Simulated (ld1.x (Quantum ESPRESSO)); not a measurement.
S (Z = 16), PAW: configuration errors across variants

```
Element                 : sulfur
Generator               : ld1.x (Quantum ESPRESSO) 7.5
Type                    : PAW
Functional              : PBE
Relativity              : scalar-relativistic
Frozen core             : [Ne]
Valence charge          : 6
Reference configuration : 3s2 3p2 (charge +2)
Partial waves           : 3s (bound): rcut 1.05, rcutus 1.40 bohr; 3s channel at -2.6 Ry: rcut 1.05, rcutus 1.40 bohr; 3p (bound): rcut 1.25, rcutus 1.65 bohr; 3p channel at -1.7 Ry: rcut 1.25, rcutus 1.65 bohr
Local potential         : all-electron potential smoothed inside 1.15 bohr (lloc = -1)
Core correction         : Bessel-smoothed model core inside 1.30 bohr
Augmentation charge     : PSQ, inside the norm-conserving radii
```

All-electron excitation energies from the reference (eV): (1) 3s2 3p4 -34.053; (2) 3s2 3p3 -22.284; (3) 3s2 3p1 34.042; (4) 3s2 3p0 80.839; (5) 3s0 3p6 -13.313; (6) 3s1 3p4 -11.405; (7) 3s2 3p4.3 -35.761.

1 further variants failed, have other tests or another functional or relativity, and are left out.

Errors AE − PS in meV (a dash: test not solved or not reliable):

```tsv
change	(1)	(2)	(3)	(4)	(5)	(6)	(7)	bound ghosts
base	-2.2	-0.8	-9.4	-51	-0.6	-0.3	-2.2	none
type ultrasoft; local potential all-electron potential smoothed inside 1.50 bohr (lloc = -1); augmentation built from norm-conserving waves at rcut, not smoothed further	+12	+5.8	+8.2	+59	+21	+9.1	+14	none
wave 3s channel at -2.6 Ry: rcut 1.05, rcutus 1.40 bohr becomes 3s channel at -1.97 Ry: rcut 1.05, rcutus 1.40 bohr	-2.5	-0.9	-9.7	-53	-0.6	-0.4	-2.6	none
waves 3p (bound): rcut 1.25, rcutus 2.04 bohr; 3p channel at -1.7 Ry: rcut 1.25, rcutus 2.04 bohr	-2.0	-0.7	-8.9	-51	-0.9	-0.5	-2.1	none
augmentation PSQ, radius 0.95 bohr	-2.1	-0.7	-9.4	-51	-1.0	-0.4	-2.1	none
waves 3s (bound): rcut 1.05, rcutus 1.78 bohr; 3s channel at -2.6 Ry: rcut 1.05, rcutus 1.78 bohr	-1.8	-0.5	-8.1	-39	-0.5	-0.2	-1.8	none
local potential all-electron potential smoothed inside 1.30 bohr (lloc = -1)	-2.2	-0.8	-9.4	-51	-0.6	-0.3	-2.3	none
core correction Bessel-smoothed model core inside 1.70 bohr	-0.8	-0.1	-6.7	-33	+2.2	+1.3	-0.7	none
all radii but the core radius scaled by about 1.13 (s 1.58, p 1.86 bohr, rcut 1.18/1.40); local potential all-electron potential smoothed inside 1.30 bohr (lloc = -1)	-2.0	-0.7	-8.9	-48	-0.9	-0.4	-2.1	none
```

Question: Give the same row for: local potential all-electron potential smoothed inside 1.48 bohr (lloc = -1).

Answer: -2.3, -0.8, -9.5, -52, -0.5, -0.3, -2.3; bound ghosts: none.
